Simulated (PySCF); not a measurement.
A GIAO shielding run with PySCF 2.14.0 with density-fitted response routines (density fitting, non-relativistic, gas phase) on `CN[Si@H]([SiH3])[SiH2][SiH2][SiH2]O`, CH15NOSi5:

```
$ OMP_NUM_THREADS=1 python probes_run.py task.json out

{"job": {"kind": "nmr", "xc": "PBE0", "basis": "pcSseg-1"}, "charge": 0, "multiplicity": 1}
C     -2.915579     1.879852     0.770878
N     -1.678349     1.308317     0.304258
Si    -1.662597    -0.060671    -0.758625
Si    -2.913324    -1.856995     0.042627
Si     0.602536    -0.400504    -1.143862
Si     2.067767    -0.187591     0.649047
Si     4.326731    -0.084631     0.224764
O      4.299699     0.094799    -1.398505
H     -2.756322     2.903777     1.113607
H     -3.366558     1.305581     1.589796
H     -3.621686     1.898139    -0.056665
H     -0.961149     1.367151     1.011693
H     -2.372841     0.487548    -1.940454
H     -4.363756    -1.750149    -0.167628
H     -2.763452    -2.031313     1.495138
H     -2.515235    -3.134267    -0.556727
H      1.077842     0.428468    -2.262148
H      0.711384    -1.769775    -1.686691
H      1.815798    -1.286919     1.604320
H      1.678750     0.994086     1.451777
H      5.123174    -1.277877     0.552189
H      5.085980     1.034678     0.805992
H      5.096437     0.165281    -1.916466
```

Hardware: 1 thread of an Arm Neoverse N1, shared host. The job also computes population analyses, field gradients.

**Question.** How large is the calculation?

**Answer.** 106 electrons, 246 basis functions and 1395 auxiliary functions.

**Question.** How long does it take, and how much memory does it need?

**Answer.** 2.3 min of wall time, with 13 SCF cycles and 5 response iterations; peak memory 1.1 GiB. Times on a shared host scatter by some tens of per cent.
